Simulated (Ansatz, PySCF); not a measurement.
Sn(F)(Cl)2(OH) (Cl2FHOSn), SMILES [OH][Sn]([F])([Cl])[Cl]. Atoms are numbered in the order given.

```xyz
6

O      1.5071    -1.5118     0.0000
Sn     0.0037    -0.2437     0.0000
F     -1.5996    -1.3230     0.0000
Cl     0.0017     1.0834     1.9123
Cl     0.0017     1.0834    -1.9123
H      1.1721    -2.4232     0.0000
```

The structure is a stationary point at B3LYP-D3(BJ)/def2-SVP. The def2 effective core potentials stand for the cores of Sn; spin–orbit coupling is left out. One conformer was computed; it need not be the lowest.

Two levels are set side by side: PBE-D3(BJ)/def2-SVP (Ansatz, a quantum-chemistry and plane-wave program) and B3LYP-D3(BJ)/def2-SVP (Ansatz). Each level has its own optimised geometry; the coordinates shown are those of the second. Frequencies come from the Hessian of PySCF at each geometry. Differences are taken from unrounded values.

```tsv
quantity	B3LYP-D3(BJ)	PBE-D3(BJ)	PBE-D3(BJ) minus B3LYP-D3(BJ)
mean bond length (Å)	1.905	1.918	0.012
bond O1–Sn2 (Å)	1.967	1.985	0.018
bond Sn2–F3 (Å)	1.933	1.948	0.015
bond Sn2–Cl4 (Å)	2.328	2.337	0.009
bond Sn2–Cl5 (Å)	2.328	2.337	0.009
bond O1–H6 (Å)	0.971	0.981	0.010
highest harmonic wavenumber (cm⁻¹)	3790	3672	-118
mean harmonic wavenumber (cm⁻¹)	626	607	-19
zero-point energy (kcal/mol)	10.73	10.41	-0.32
```

GGA bonds tend to be longer and softer than those of functionals with exact exchange. Differences between two approximate levels are no errors against the true value.
